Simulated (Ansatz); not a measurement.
Si14H22⁻, a nanocrystal with a defect cut from the lattice of silicon (two caps of one atom removed). Total charge -1; doublet. Geometry PBE-D4/def2-SVP, that of the neutral singlet; atoms count from 1.

```xyz
36

Si   -2.733    1.357    3.046
Si    4.370   -0.274    0.339
Si    0.907    0.586    1.658
Si    2.200    2.484   -1.560
Si   -0.604   -0.284   -1.863
Si   -4.256    0.482   -0.500
Si    2.890   -1.127   -3.109
Si   -0.961   -0.183    2.868
Si   -3.643    2.164    1.030
Si    2.558   -1.084    1.595
Si    3.677    0.627   -1.733
Si   -2.623   -1.139   -1.005
Si    0.886   -2.046   -2.300
Si    0.378    1.377   -0.503
H    -3.845    0.693    3.821
H    -2.249    2.533    3.859
H     5.420   -1.332    0.097
H     5.009    0.834    1.141
H     1.494    1.757    2.414
H    -0.911    0.373   -3.191
H    -5.459   -0.237    0.061
H    -4.677    1.138   -1.792
H     3.976   -2.164   -3.265
H     2.599   -0.556   -4.475
H    -0.490   -0.509    4.267
H    -1.448   -1.463    2.244
H    -4.901    2.923    1.382
H    -2.691    3.133    0.382
H     3.006   -1.383    3.005
H     1.997   -2.347    0.999
H     4.955    1.096   -2.398
H    -2.317   -1.964    0.217
H    -3.201   -2.067   -2.048
H     1.117   -2.853   -1.050
H     0.281   -2.952   -3.343
H    -0.711    2.404   -0.289
```

Single mean-field runs in def2-TZVP are fitted with def2-universal-jkfit.

Question: Estimate the Mulliken populations of the heavy atoms from the PBE0/def2-TZVP orbitals of Ansatz.

Answer: 
| atom | charge (e) | spin (α − β) |
| --- | --- | --- |
| Si1 | 0.01 | 0.00 |
| Si2 | 0.00 | 0.02 |
| Si3 | 0.04 | 0.02 |
| Si4 | -0.36 | 0.88 |
| Si5 | 0.04 | 0.02 |
| Si6 | 0.01 | 0.00 |
| Si7 | 0.00 | 0.02 |
| Si8 | -0.02 | 0.01 |
| Si9 | -0.02 | 0.00 |
| Si10 | -0.01 | 0.00 |
| Si11 | 0.00 | -0.01 |
| Si12 | -0.02 | 0.01 |
| Si13 | -0.01 | 0.00 |
| Si14 | 0.00 | 0.00 |
Mulliken values and Mayer orders depend strongly on the basis.

Question: Where does the spin sit?

Answer: Summed by element: Si 0.98, H 0.02, of 1 unpaired in all. Largest on single atoms: Si4 0.88, Si7 0.02, Si2 0.02.

Question: And the Mayer bond orders between bonded heavy atoms (over 0.3)?

Answer: Si1–Si8 0.95 (2.35 Å); Si1–Si9 0.96 (2.36 Å); Si2–Si10 0.96 (2.35 Å); Si2–Si11 0.93 (2.36 Å); Si3–Si8 0.93 (2.35 Å); Si3–Si10 0.94 (2.35 Å); Si3–Si14 0.92 (2.36 Å); Si4–Si11 1.07 (2.38 Å); Si4–Si14 1.07 (2.38 Å); Si5–Si12 0.93 (2.35 Å); Si5–Si13 0.94 (2.35 Å); Si5–Si14 0.92 (2.36 Å); Si6–Si9 0.96 (2.36 Å); Si6–Si12 0.95 (2.35 Å); Si7–Si11 0.93 (2.36 Å); Si7–Si13 0.96 (2.35 Å).
